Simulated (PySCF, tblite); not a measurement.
Isomers of C3H12N2O2Si2, one GFN2-xTB conformer each. Single-point energies are computed at PBE0/pcSseg-1 (PySCF, gas phase, no added dispersion term), electronic only.

| SMILES | GFN2-xTB relative energy (kcal/mol) |
| --- | --- |
| C=N[C@@H](OC)[Si@@H](N)O[SiH3] | 0.0 |
| [H]/N=C/[C@H](OC)[Si@H](N)O[SiH3] | 4.6 |

Conformers: `[CH2:1]=[N:2][C@@H:3]([O:4][CH3:5])[Si@@H:6]([NH2:7])[O:8][SiH3:9]` with C1–N2–C3–O4 -19°, N2–C3–O4–C5 -78°, N2–C3–Si6–N7 -178°, C3–Si6–N7–H 171° and 32°, C3–Si6–O8–Si9 -15°; `[H]/[N:5]=[CH:4]/[C@H:3]([O:2][CH3:1])[Si@H:6]([NH2:7])[O:8][SiH3:9]` with C1–O2–C3–C4 72°, O2–C3–C4–N5 -155°, O2–C3–Si6–N7 50°, C3–Si6–N7–H -26° and -167°, C3–Si6–O8–Si9 12°.

Problem. What does PBE0/pcSseg-1 give for the same structures?

Solution. 
```json
{"SMILES": "[H]/N=C/[C@H](OC)[Si@H](N)O[SiH3]", "PBE0/pcSseg-1 E (Eh)": "-959.80467", "PBE0/pcSseg-1 (kcal/mol)": "0.0", "GFN2-xTB (kcal/mol)": "4.6", "point group": "C1"}
{"SMILES": "C=N[C@@H](OC)[Si@@H](N)O[SiH3]", "PBE0/pcSseg-1 E (Eh)": "-959.80028", "PBE0/pcSseg-1 (kcal/mol)": "2.8", "GFN2-xTB (kcal/mol)": "0.0", "point group": "C1"}
```

GFN2-xTB puts C=N[C@@H](OC)[Si@@H](N)O[SiH3] lowest instead. 

Problem. Which frontier levels, dipoles and rotational constants go with these structures?

Solution. 
```tsv
SMILES	HOMO (eV, PBE0/pcSseg-1)	LUMO (eV)	dipole (D)	A, B, C (MHz)
[H]/N=C/[C@H](OC)[Si@H](N)O[SiH3]	-7.28	-0.34	2.50	1224, 864.5, 738.4
C=N[C@@H](OC)[Si@@H](N)O[SiH3]	-7.12	-0.40	2.30	1352, 945.7, 712.0
```

Problem. What happens when harmonic zero-point energies from GFN2-xTB frequencies are added?

Solution. 
```json
{"SMILES": "[H]/N=C/[C@H](OC)[Si@H](N)O[SiH3]", "ZPE (kcal/mol)": "94.9", "electronic (kcal/mol)": "0.0", "with ZPE (kcal/mol)": "0.0"}
{"SMILES": "C=N[C@@H](OC)[Si@@H](N)O[SiH3]", "ZPE (kcal/mol)": "94.7", "electronic (kcal/mol)": "2.8", "with ZPE (kcal/mol)": "2.6"}
```

The zero-point energies span 0.2 kcal/mol. The order is unchanged.

Problem. As an exercise, what shares would exp(−E/RT) give at 1000 K from these electronic energies alone (no entropy, no degeneracies)?

Solution. RT = 1.987 kcal/mol: [H]/N=C/[C@H](OC)[Si@H](N)O[SiH3] 80.0 %, C=N[C@@H](OC)[Si@@H](N)O[SiH3] 20.0 %.
